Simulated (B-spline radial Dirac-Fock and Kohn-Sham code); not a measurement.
Cu²⁺: scattering cross sections and density moments

System: Cu²⁺, configuration [Ar] 3d9.

Model: relativistic Hartree-Fock (Dirac-Fock) wave functions, averaged over the configuration. Program: a radial finite-basis atomic code.

| Item | Value |
| --- | --- |
| Sum of ⟨r⟩ | 15.84 bohr |
| Sum of ⟨r²⟩ | 15.04 bohr² |
| Sum of ⟨1/r⟩ | 136.64 per bohr |
| Langevin diamagnetic susceptibility | -11.9 × 10⁻⁶ cm³/mol |
| Lamb shielding (α²/3)Σ⟨1/r⟩ | 2425 ppm |

Coherent scattering is the Thomson cross section weighted by f₀², without anomalous dispersion; incoherent scattering is Klein-Nishina weighted by S. The Lamb formula is the non-relativistic shielding expression. Electron correlation is left out.

| hν (keV) | coherent (b) | incoherent (b) | incoherent per electron (b) |
| --- | --- | --- | --- |
| 2 | 438.6 | 0.9242 | 0.0342 |
| 10 | 150.4 | 7.005 | 0.259 |
| 17.4793 | 75.50 | 9.863 | 0.365 |
| 20 | 63.29 | 10.45 | 0.387 |
| 30 | 35.28 | 11.88 | 0.440 |
| 50 | 15.38 | 12.77 | 0.473 |
| 200 | 1.288 | 10.68 | 0.395 |
| 1000 | 0.05497 | 5.688 | 0.211 |

Incoherent scattering overtakes coherent scattering between 50 and 200 keV.

Values without a named source are computed, but for edge energies of neutral atoms, which are taken from tables.
